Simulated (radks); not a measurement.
Values are calculated unless marked as measured or tabulated.
Excited configurations of the bismuth ion Bi5+: one electron is placed in a higher orbital outside [Xe] 4f14 5d9. The ground configuration is [Xe] 4f14 5d10. Level of theory: Dirac Kohn-Sham, BLYP, spin-unpolarised, spherical densities, finite nucleus; open shells are shared between the two j in proportion to 2j + 1; Fermi nuclear charge, rms radius 5.5211 fm (a radial shooting solver on a logarithmic mesh with Libxc functionals). Excitation = E - E(ground); binding = E(ion) - E, where the ion is the core of charge +6; n* = 6/sqrt(2 binding) in atomic units, and the quantum defect is n - n*. Eigenvalue and <r> are those of j = l + 1/2.

5f: excitation (eV) 52.216; binding (eV) 36.889; quantum defect 1.356; eigenvalue (eV) -31.700; <r> (bohr) 2.235
6s: excitation (eV) 18.892; binding (eV) 70.213; quantum defect 3.359; eigenvalue (eV) -64.252; <r> (bohr) 1.878
6d: excitation (eV) 50.900; binding (eV) 38.205; quantum defect 2.419; eigenvalue (eV) -34.160; <r> (bohr) 2.876
6f: excitation (eV) 66.020; binding (eV) 23.085; quantum defect 1.394; eigenvalue (eV) -20.846; <r> (bohr) 4.362
7s: excitation (eV) 53.208; binding (eV) 35.897; quantum defect 3.306; eigenvalue (eV) -33.089; <r> (bohr) 3.507
7p: excitation (eV) 58.673; binding (eV) 30.432; quantum defect 2.988; eigenvalue (eV) -27.547; <r> (bohr) 4.055
7f: excitation (eV) 73.193; binding (eV) 15.912; quantum defect 1.452; eigenvalue (eV) -14.453; <r> (bohr) 6.810

The Delta-SCF ionisation energy is 89.105 eV (NIST Atomic Spectra Database: 88 eV, semi-empirical). Self-interaction in the functional shifts the binding energies and quantum defects, so they are the method's values and not measured ones. Spin polarisation and multiplet splitting are left out, so open shells lie too high by an amount that depends on their filling. Sharing an open shell by 2j + 1 raises it above the true ground level by a part of the spin-orbit splitting, which enters the differences from NIST.

Beside tabulated values, note that spin-unpolarised runs miss the spin-polarisation part of the exchange energy of open shells.
